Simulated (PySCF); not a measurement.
Ionisation energy of Pr³⁺ by level of theory

Pr³⁺ [Xe] 4f2 [4f5/2^2, M_J = 4] → Pr⁴⁺ [Xe] 4f1 [4f5/2^1, M_J = 5/2], as a difference of total energies. Calculation: PySCF 2.14, in x2c-QZVPPall-2c (16s16p12d6f4g1h, 213 functions); the two-component X2C-1e Hamiltonian. Correlated levels: [Ar] 3d10 frozen; the 40 highest virtual spinors dropped. "Screened" scales the spin-orbit matrix elements by Boettger's factors to mimic the two-electron term; Breit and QED terms are absent.

| method | ionisation energy (eV) | difference from reference (eV) |
| --- | --- | --- |
| GHF (spin-free) | 37.282 | -1.699 |
| GMP2 (spin-free) | 38.524 | -0.457 |
| GHF (screened spin-orbit) | 37.313 | -1.668 |
| GMP2 (screened spin-orbit) | 38.562 | -0.419 |

Reference: 38.981 ± 0.025 eV (semi-empirical (NIST evaluation); NIST Atomic Spectra Database, ionization energies).

The spin-free rows relax to the high-spin LS determinant and lack the spin-orbit shift.

The labels give the starting determinants; with spin-orbit coupling the two ends relaxed to ⟨J²⟩ = 20.87, ⟨L²⟩ = 29.72, ⟨S²⟩ = 1.98 and ⟨J²⟩ = 8.83, ⟨L²⟩ = 12.05, ⟨S²⟩ = 0.79.

The determinant of Pr³⁺ mixes levels of different J (the jj label is only the starting occupation), so the difference between spin-free and spin-orbit rows is not the physical spin-orbit shift.
